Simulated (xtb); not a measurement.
Input for xtb: GFN2-xTB on AlAs+, 2S+1 = 4, a spin state set in the input, which need not be the lowest, a point of a bond scan (R = 2.592 Å). Charge +1.

```
$ xtb mol.xyz --gfn 2 --sp --chrg 1 --uhf 3
2

Al     0.00000000     0.00000000     0.00000000
As     0.00000000     0.00000000     2.59196200
```

The head of its log:

```
[...]
           -------------------------------------------------
          |                Calculation Setup                |
           -------------------------------------------------



           -------------------------------------------------
          |                 G F N 2 - x T B                 |
           -------------------------------------------------

        Reference                      10.1021/acs.jctc.8b01176
      * Hamiltonian:
        H0-scaling (s, p, d)           1.850000    2.230000    2.230000
        zeta-weighting                 0.500000
      * Dispersion:
        s8                             2.700000
        a1                             0.520000
        a2                             5.000000
        s9                             5.000000
      * Repulsion:
        kExp                           1.500000    1.000000
        rExp                           1.000000
      * Coulomb:
        alpha                          2.000000
        third order                    shell-resolved
        anisotropic                    true
        a3                             3.000000
        a5                             4.000000
        cn-shift                       1.200000
        cn-exp                         4.000000
        max-rad                        5.000000


          ...................................................
          :                      SETUP                      :
          :.................................................:
          :  # basis functions                  20          :
          :  # atomic orbitals                  18          :
          :  # shells                            6          :
          :  # electrons                         7          :
          :  max. iterations                   250          :
          :  Hamiltonian                  GFN2-xTB          :
          :  restarted?                      false          :
          :  GBSA solvation                  false          :
          :  PC potential                    false          :
          :  electronic temp.          300.0000000     K    :
          :  accuracy                    1.0000000          :
          :  -> integral cutoff          0.2500000E+02      :
          :  -> integral neglect         0.1000000E-07      :
          :  -> SCF convergence          0.1000000E-05 Eh   :
          :  -> wf. convergence          0.1000000E-03 e    :
          :  Broyden damping             0.4000000          :
          :  net charge                          1          :
          :  unpaired electrons                  3          :
          ...................................................

 iter      E             dE          RMSdq      gap      omega  full diag
   1     -2.8337800 -0.283378E+01  0.267E+01    2.23       0.0  T
   2     -2.8424008 -0.862075E-02  0.183E+01    1.88       1.0  T
```

Task: Give the final energy of this run.

Result: -2.8443 hartree.
